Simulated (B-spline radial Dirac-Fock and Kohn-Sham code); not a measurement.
**Two-hole binding energies of I³⁺**

System: iodine as I³⁺ in the configuration 1s2 2s2 2p6 3s2 3p6 3d10 4s2 4p6 4d10 5s2 5p2, inside a Watson sphere of charge -3 and radius 2 Å (a model of the Madelung potential; inside it an electron's potential energy is raised by 21.6 eV).

Method: Dirac-Fock energy differences between relaxed states, corrected for Breit and QED terms. Computed with a radial atomic solver. U is the two-hole binding energy less the two single-hole energies, the effective repulsion of the holes after relaxation. Each two-hole energy is an average over J within one jj subconfiguration.

```tsv
holes	E(a) (eV)	E(b) (eV)	E(ab) (eV)	U (eV)
1s⁻²	33190.5	33190.5	67249.9	869.0
1s⁻¹ 2p1/2⁻¹	33190.5	4875.0	38314.2	248.7
1s⁻¹ 3p3/2⁻¹	33190.5	899.3	34160.8	71.0
1s⁻¹ 3d3/2⁻¹	33190.5	652.9	33909.9	66.5
2p1/2⁻¹ 2p3/2⁻¹	4875.0	4580.1	9615.2	160.1
2p1/2⁻¹ 3s⁻¹	4875.0	1097.4	6034.0	61.6
2s⁻¹ 3d3/2⁻¹	5216.9	652.9	5936.4	66.6
2s⁻¹ 3d5/2⁻¹	5216.9	641.4	5923.9	65.6
2p1/2⁻¹ 3p3/2⁻¹	4875.0	899.3	5837.7	63.4
2p3/2⁻¹ 3p1/2⁻¹	4580.1	956.0	5601.3	65.2
2p1/2⁻¹ 3d3/2⁻¹	4875.0	652.9	5592.9	64.9
2p1/2⁻¹ 3d5/2⁻¹	4875.0	641.4	?	?
3d3/2⁻¹ 3d5/2⁻¹	652.9	641.4	1347.9	53.6
4d5/2⁻²	69.38	69.38	159.2	20.4
```

**Question.** Give the missing two-hole energy and U.

**Answer.** E(ab) = 5583.6 eV and U = 67.2 eV.
